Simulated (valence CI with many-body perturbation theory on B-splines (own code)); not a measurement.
E1 line list for Nb²⁸⁺

Level of theory: relativistic CI+MBPT: three valence electrons over a frozen Dirac-Fock core [Ne], radial functions for each j: 11 s, 11 p, 10 d, 8 f, 5 g, 2 h, with the one-electron correlation potential Σ1, the two-electron term Σ2, the three-electron term Σ3, Breit, model QED; selected CI, second order for the rest, scaled by the run's own slope (own B-spline code, finite nucleus).

The last digits are not significant, and no measured levels were compared; by estimate large intervals hold to a few tenths of a per cent, small ones and those within an open d or f shell to about a per cent.

Lines 1 to 50 of 580 in falling wavelength, among levels below 54.156 Ry, chosen from the strongest by gf and those to the six lowest levels. Wavelengths and rates use the calculated energies. Electric multipoles are in the length gauge with retardation, E1 and E2 with the static RPA response of the core. Weak lines are less certain than strong ones. Lines between different terms over intervals too small for the method are left out, as are lines whose strength nearly cancels. The highest levels of a list are the least certain.

Names give the largest LS component (configuration and term), which can be under half, so a name can repeat, a term be missing and a line seem to break the LS rules; names also repeat where a configuration has a term twice. Letters in brackets count levels of one name in rising energy.

```tsv
λ vac (Å)	Upper	Lower	A (s⁻¹)	log gf	Branch %
404.5	3s2 4p 2P°_1/2	3s2 4s 2S_1/2	4.06e+09	-0.70	0.5
316.4	3s2 4p 2P°_3/2	3s2 4s 2S_1/2	8.10e+09	-0.31	1.0
297.7	3s 3p2 4P_1/2	3s2 3p 2P°_3/2	6.90e+07	-2.74	3.2
223.3	3s 3p2 4P_3/2	3s2 3p 2P°_3/2	1.95e+08	-2.23	81.0
206.1	3p2 3d 2G_7/2	3s 3p 3d 2F°_5/2 [b]	2.13e+09	-0.96	4.5
203.6	3p 3d2 2H°_9/2	3s 3d2 2G_9/2	2.87e+09	-0.75	5.6
202.4	3p 3d2 2H°_9/2	3s 3d2 2G_7/2	6.38e+09	-0.41	12.4
201.4	3p 3d2 4G°_5/2	3s 3d2 4F_3/2	5.74e+09	-0.68	14.3
199.9	3s 3p2 4P_5/2	3s2 3p 2P°_3/2	1.54e+09	-1.26	100.0
198.5	3p2 3d 4F_9/2 [a]	3s 3p 3d 2F°_7/2 [a]	3.69e+09	-0.66	8.7
194.4	3p 3d2 2G°_7/2 [a]	3s 3d2 2G_9/2	3.65e+09	-0.78	3.5
193.2	3p 3d2 2G°_7/2 [a]	3s 3d2 2G_7/2	2.74e+09	-0.91	2.6
193.1	3s 3p2 4P_1/2	3s2 3p 2P°_1/2	2.11e+09	-1.63	96.8
192.3	3p 3d2 4G°_7/2	3s 3d2 4F_7/2	3.94e+09	-0.76	9.3
186.5	3p 3d2 4G°_7/2	3s 3d2 4F_5/2	7.32e+09	-0.52	17.4
181.3	3p 3d2 4G°_9/2	3s 3d2 4F_9/2	5.06e+09	-0.60	9.5
177.0	3p2 3d 4F_3/2	3s 3p 3d 4D°_1/2	6.08e+09	-0.94	12.6
176.5	3p3 2D°_3/2	3s 3p2 2D_3/2	3.08e+09	-1.24	7.4
175.5	3p2 3d 2F_7/2 [a]	3s 3p 3d 4D°_7/2	3.28e+09	-0.92	8.7
174.6	3p 3d2 4G°_9/2	3s 3d2 4F_7/2	6.32e+09	-0.54	11.9
174.4	3p 3d2 2G°_9/2 [a]	3s 3d2 2F_7/2	2.92e+09	-0.88	2.8
174.0	3p2 3d 2D_5/2 [b]	3s 3p 3d 2F°_7/2 [b]	4.10e+09	-0.95	2.8
172.8	3p 3d2 4D°_5/2 [a]	3s 3d2 4P_5/2	4.81e+09	-0.89	5.5
172.6	3p2 3d 4D_3/2	3s 3p 3d 2D°_5/2 [a]	7.86e+09	-0.85	9.1
171.8	3p2 3d 4D_5/2	3s 3p 3d 2D°_5/2 [a]	4.24e+09	-0.95	4.8
171.4	3p 3d2 4F°_9/2	3s 3d2 2G_7/2	2.58e+09	-0.94	2.0
169.7	3p2 3d 4F_9/2 [b]	3s 3p 3d 2F°_7/2 [b]	6.35e+09	-0.56	11.3
169.3	3s 3p2 2D_3/2	3s2 3p 2P°_3/2	1.02e+09	-1.76	5.1
167.2	3p 3d2 2F°_5/2 [a]	3s 3d2 2F_5/2	4.89e+09	-0.91	2.6
164.5	3p 3d2 4D°_7/2 [a]	3s 3d2 4F_9/2	1.31e+10	-0.37	12.5
164.3	3p 3d2 4P°_3/2	3s 3d2 4P_5/2	8.12e+09	-0.88	6.1
161.8	3p2 3d 2F_7/2 [b]	3s 3p 3d 2D°_5/2 [b]	5.14e+09	-0.79	3.2
160.0	3p2 3d 4F_5/2	3s 3p 3d 4P°_5/2	6.83e+09	-0.80	14.2
159.9	3p2 3d 4F_5/2	3s 3p 3d 4D°_3/2	8.22e+09	-0.72	17.0
159.8	3p 3d2 2H°_9/2	3p2 3d 2F_7/2 [b]	5.33e+09	-0.69	10.3
158.9	3p2 3d 4F_9/2 [a]	3s 3p 3d 4D°_7/2	4.73e+09	-0.75	11.2
158.8	3s 3p2 4P_3/2	3s2 3p 2P°_1/2	4.57e+07	-3.16	19.0
158.5	3p 3d2 2F°_7/2 [b]	3s 3d2 2F_5/2	5.48e+09	-0.78	4.2
156.5	3p2 3d 4D_5/2	3s 3p 3d 4D°_7/2	5.58e+09	-0.91	6.4
156.1	3p2 3d 4F_3/2	3s 3p 3d 4F°_5/2	7.74e+09	-0.95	16.1
155.8	3p2 3d 4F_7/2	3s 3p 3d 4F°_9/2	1.49e+10	-0.36	26.3
154.9	3p 3d2 4F°_5/2	3s 3d2 4F_7/2	1.03e+10	-0.65	7.3
154.3	3p 3d2 2H°_9/2	3s 3d2 4F_7/2	3.83e+09	-0.86	7.4
153.8	3p2 3d 2D_5/2 [b]	3s 3p 3d 2D°_3/2 [b]	5.18e+09	-0.96	3.5
153.7	3p2 3d 4F_5/2	3s 3p 3d 4F°_7/2	1.83e+10	-0.41	38.0
152.2	3p3 2D°_3/2	3s 3p2 4P_5/2	1.76e+10	-0.61	42.1
151.8	3p 3d2 2G°_9/2 [a]	3s 3d2 2G_7/2	1.43e+10	-0.31	13.8
151.2	3p 3d2 2F°_7/2 [c]	3s 3d2 2F_7/2	4.04e+09	-0.96	2.0
151.2	3s 3p 3d 4F°_3/2	3s 3p2 2D_3/2	9.02e+08	-1.91	4.7
150.8	3p 3d2 2F°_7/2 [c]	3s 3d2 2F_5/2	7.16e+09	-0.71	3.6
```

**Question.** How does gf follow from A for the line at 174.4 Å?

**Answer.** gf = 1.4992 × (2J+1)_upper × A / σ², with σ = 573508 cm⁻¹ and 2J+1 = 10: gf = 0.133.
